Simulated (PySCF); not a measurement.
# Boron: a sound run and one with changed settings

Sound run: B⁺ [He] 2s2, B²⁺ [He] 2s1. Calculation: PySCF 2.14, in aug-cc-pVDZ-DK; the spin-free X2C one-electron Hamiltonian (Gaussian nucleus). The sound run starts from symmetry-adapted Hartree-Fock orbitals and uses a fine grid where one is needed.

Changed run: radial step 0.8 in ln r (0.13 in the sound run). This setting is unsound on purpose.

```json
{"species": "B⁺", "method": "UHF", "sound run (hartree)": "-24.24184", "changed run (hartree)": "-24.24184", "converged": "yes"}
{"species": "B⁺", "method": "B3LYP", "sound run (hartree)": "-24.34658", "changed run (hartree)": "-24.35846", "converged": "yes"}
{"species": "B⁺", "method": "M06-2X", "sound run (hartree)": "-24.34923", "changed run (hartree)": "-24.33698", "converged": "yes"}
{"species": "B²⁺", "method": "UHF", "sound run (hartree)": "-23.37829", "changed run (hartree)": "-23.37829", "converged": "yes"}
{"species": "B²⁺", "method": "B3LYP", "sound run (hartree)": "-23.43534", "changed run (hartree)": "-23.44215", "converged": "yes"}
{"species": "B²⁺", "method": "M06-2X", "sound run (hartree)": "-23.43711", "changed run (hartree)": "-23.43087", "converged": "yes"}
```

Ionisation energy of B⁺:

```csv
method,sound run (eV),changed run (eV)
UHF,23.499,23.499
B3LYP,24.796,24.934
M06-2X,24.820,24.656
```

A coarse radial grid mis-integrates the density and the exchange-correlation energy, with errors of either sign; Hartree-Fock needs no grid.

For comparison, NIST gives 25.155 eV between the lowest levels.
